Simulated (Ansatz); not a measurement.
Consider the ligand exchange at a B–C bond: `CCB(F)Br` + CH₃OH → `COB(F)Br` + `CC`.

Isolated molecules relaxed with PBE0-D4/def2-TZVP in Ansatz; ΔE leaves out vibrations. CBS: MP2 limit from def2 TZ/QZ plus the TZ coupled-cluster correction, frozen cores. This one scheme is used for every species. Functionals use def2-TZVPP. For Br outer-core shells are correlated without core-valence functions, which leaves a few kJ/mol of doubt a bond. Scalar relativity is left out up to krypton. Each species was taken in one conformer, which may not be the lowest.

| level | ΔE (eV) |
| --- | --- |
| r2SCAN | -1.39 |
| MP2/def2-SVP | -1.56 |

**Question.** What does CCSD(T)/CBS give? (Best estimate.)

**Answer.** Computed: -1.35 eV. The listed levels differ from it by -0.04, -0.21 eV.

Largest T1 diagnostic among the species: 0.011.

In def2-TZVPP, CCSD(T) changes the Hartree–Fock value by +0.09 eV (the triples alone add +0.00 eV) and MP2 by +0.08 eV. From BLYP to BHLYP (50 % exact exchange), in def2-TZVPP and without D4, ΔE moves by −0.04 eV. At CCSD(T), def2-SVP lies −0.19 eV from the extrapolated value and def2-TZVPP −0.02 eV.
